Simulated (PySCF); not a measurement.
## Radial density of Ge²⁺ (germanium, charge +2)

UHF, [Ar] 3d10 4s1 4p1, 4s spin antiparallel (an excited configuration). Calculation: PySCF 2.14, in cc-pVQZ-DK (7s6p4d2f1g, 68 functions); the spin-free X2C one-electron Hamiltonian (Gaussian nucleus).

| r (bohr) | 4πr²ρ (e/bohr) | 4πr²(ρα − ρβ) |
| --- | --- | --- |
| 0.00103 | 0.4699 | -0.0003 |
| 0.00173 | 1.151 | -0.0007 |
| 0.00292 | 2.745 | -0.0017 |
| 0.00491 | 6.271 | -0.0039 |
| 0.00825 | 13.28 | -0.0080 |
| 0.0139 | 24.63 | -0.0140 |
| 0.0234 | 36.49 | -0.0165 |
| 0.0393 | 38.35 | -0.0034 |
| 0.0661 | 31.62 | 0.0188 |
| 0.111 | 40.58 | -0.0053 |
| 0.187 | 41.41 | -0.0185 |
| 0.314 | 22.72 | 0.0105 |
| 0.529 | 28.96 | -0.0196 |
| 0.890 | 13.44 | -0.0387 |
| 1.50 | 2.503 | -0.2699 |
| 2.52 | 0.8008 | 0.0969 |
| 4.23 | 0.07777 | 0.0497 |
| 7.12 | 0.0003005 | 0.0003 |

Densities and radii are taken from the X2C orbitals without a picture-change correction, which distorts them close to the nucleus.

With the s spin flipped the determinant is a mixture of two multiplicities, not a spectroscopic state.
